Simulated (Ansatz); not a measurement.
System: InO, charge 0, multiplicity 2. SMILES: [O]=[In]
Geometry: optimised at B3LYP-D3(BJ)/def2-TZVP (Ansatz, a first-principles code).

Wanted: vertical electron affinity (to the singlet state of charge -1; a negative value means that the extra electron is unbound and the number depends on the basis; each state is the SCF solution reached for its spin; for the singlet T1 is 0.040; for the doublet the Hartree-Fock reference is unstable and T1 is 0.066), in eV. Valence correlation only, unless marked. Open shells are spin-unrestricted. Spin-orbit coupling is left out. Frozen are the shells of the preceding noble gas and the d and f shells that filled before the atom's block. Past Kr the def2 sets carry scalar-relativistic core potentials. Anions need diffuse functions: def2-D sets add few. 

```
level                 program  vertical electron affinity (eV)
--------------------  -------  -------------------------------
SVWN5/def2-TZVPD       Ansatz                             2.58
PBE/def2-TZVPD         Ansatz                             2.27
CAM-B3LYP/def2-TZVPD   Ansatz                             2.19
wB97M-V/def2-TZVPD     Ansatz                             2.18
wB97X-V/def2-TZVPD     Ansatz                             2.13
wB97X/def2-TZVPD       Ansatz                             2.21
CCSD/def2-QZVPPD       Ansatz                             2.07
CCSD(T)/def2-TZVPPD    Ansatz                             2.30
CCSD(T)/def2-QZVPPD    Ansatz                             2.34
```
